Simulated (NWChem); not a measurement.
Isomers of Si4H8O, each optimised at PBE0/def2-SVP with NWChem, gas phase unless a solvent is named. Flexible species stand in one conformer each, which need not be the lowest.  Relative energies count from the lowest isomer at each level and are electronic, without zero-point energy, on those geometries.

A: [SiH2]1O[Si@@H]([SiH3])[SiH2]1
B: O1[SiH2][SiH2][SiH2][SiH2]1
C: O[SiH]1[SiH2][SiH2][SiH2]1
D: [SiH3][SiH]1[SiH2]O[SiH2]1

```
quantity                                        A     B     C     D
-------------------------------------------  ----  ----  ----  ----
relative energy, PBE0/def2-SVP (kcal/mol)    15.6   0.0  25.0  12.3
relative energy, B3LYP/def2-TZVP (kcal/mol)  14.9   0.0  31.5  12.1
orbital gap (eV), PBE0/def2-SVP              6.37  6.87  5.88  6.81
```
